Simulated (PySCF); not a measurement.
Stepwise substitution at one centre (In SH-H). All species are isolated molecules in the gas phase. One relaxed conformer stands for each flexible species; it need not be the lowest. Strings in code marks are SMILES.

The S1 excitation (TDA) from two functionals at the same geometries (CAM-B3LYP-D3(BJ)/def2-TZVP), both in PySCF: PBE-D3(BJ)/def2-TZVP and CAM-B3LYP-D3(BJ)/def2-TZVP. Excitations are Tamm–Dancoff values on a coarser integration grid. The basis has no diffuse functions, so Rydberg states are missing or too high.

| species | PBE-D3(BJ)/def2-TZVP (eV) | CAM-B3LYP-D3(BJ)/def2-TZVP (eV) |
|---|---|---|
| 0 of 3 SH replaced by H | 3.93 | 4.81 |
| 1 of 3 SH replaced by H (`[SH][InH][SH]` (H–S–In–S torsion 180°, S–In–S–H torsion 0°)) | 4.42 | 5.21 |
| 2 of 3 SH replaced by H | 4.46 | 5.11 |

Over these rows, drawn at random from the members with no instability flagged (it was tested for open shells, ions and some series alone), PBE minus CAM-B3LYP-D3(BJ): mean -0.77 eV, from -0.88 eV to -0.64 eV.
